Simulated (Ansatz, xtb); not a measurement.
Ranking isomers of C4H8BrNSi

3 gas-phase structures of C4H8BrNSi, from a drawn sample of its isomers (lower ones may exist). Each was relaxed with GFN2-xTB; where two conformers were screened, the lower at r2SCAN-D4/def2-SVP is listed:

A. `CC(C)(C#N)[SiH2]Br`, a singlet
B. `C[C@H](CC#N)[SiH2]Br`, a singlet
C. `Br[SiH2]N1C=CCC1`, a singlet

**Question.** Estimate their order in r2SCAN-D4/def2-SVP energy at these geometries, lowest first.

**Answer.** Calculated order at r2SCAN-D4/def2-SVP: C (0.0), A (5.9), B (7.6) kcal/mol.

Energies above the lowest of each column, in kcal/mol; the last columns are at PBE-D3(BJ)/def2-SVP geometries:

```csv
structure,GFN2-xTB,HF/STO-3G,r2SCAN-D4/def2-SVP,PBE-D3(BJ)/def2-SVP,CCSD(T)/def2-SVP + ΔMP2/def2-TZVPP
C,0.0,0.0,0.0,0.0,0.0
A,33.8,0.4,5.9,8.1,1.1
B,35.7,1.5,7.6,9.0,2.9
```

Every level run on C puts it lowest or level with the lowest. Flexible structures stand in one conformer each, not always the lowest. ΔMP2 is the change of the MP2 energy from the smaller to the larger basis.

Programs: Ansatz 0.2.0, xtb 6.7.1.
